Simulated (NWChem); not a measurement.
Molecule: LiCl; SMILES [Li][Cl]

Program: NWChem. Pople sets run with spherical d functions. The geometry was optimised at PBE0/def2-SVP. B3LYP is NWChem's, with the RPA form of VWN correlation. Static field.

**Question.** Order these runs by computing time, cheapest first, and give rough ratios: B3LYP/def2-TZVPD; B3LYP/aug-cc-pVTZ; B3LYP/def2-SVP.

**Answer.** B3LYP/def2-SVP (1), B3LYP/def2-TZVPD (5), B3LYP/aug-cc-pVTZ (40). Ratios are rough, from one shared machine; the cheapest took very roughly 3 core-seconds. What differs between the cheapest and the dearest: isotropic polarisability (bohr³) 17.7 → 27.5; anisotropy (bohr³) 10.5 → 2.1.
